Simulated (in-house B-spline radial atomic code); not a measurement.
A run on I (an excited or competing configuration) that did not converge. Method: scalar-relativistic (X2C) B97-1, spin-polarised, spherical fractional occupations, Fermi nucleus of rms radius 4.75 fm; computed with a B-spline radial code for spherical atoms.

Command:
```bash
python run_scf.py task.json out
```
Settings (nuclear radius in fm, mass in u):
```
Z                53
configuration    [Kr] 4d10 5s2 5p4 5f1
hamiltonian      x2c
method           b97_1
spin_polarised   True
nucleus          fermi
rms_radius       4.75
atomic_mass      126.90447
speed_of_light   137.035999084
```

First and last ten iterations of the last attempt (damped for 15 steps, keeping 80 % of the old Fock matrix, then DIIS):
```
 iter        energy (Eh)    residual
    1       -7111.780790    4.66e-01
    2       -7112.945429    2.68e-01
    3       -7114.183828    1.70e-01
    4       -7114.685688    1.07e-01
    5       -7114.913967    6.58e-02
    6       -7115.007491    4.05e-02
    7       -7115.045490    2.48e-02
    8       -7115.061086    1.56e-02
    9       -7115.067552    1.12e-02
   10       -7115.070231    8.19e-03
  111       -7115.072505    1.17e-06
  112       -7115.072505    1.19e-06
  113       -7115.072505    1.21e-06
  114       -7115.072505    1.20e-06
  115       -7115.072505    1.67e-06
  116       -7115.072505    1.73e-06
  117       -7115.072505    1.65e-06
  118       -7115.072505    1.75e-06
  119       -7115.072505    1.86e-06
  120       -7115.072505    1.95e-06
 not converged after 120 iterations
```

The smallest residual met was 1.2e-06; the threshold is about 5e-07. Over the last five steps the energy moves by less than 1e-08 hartree, but the orbitals didn't meet the threshold. Cost of the run: 12 s on 1 thread of Arm Neoverse V1 (shared host).
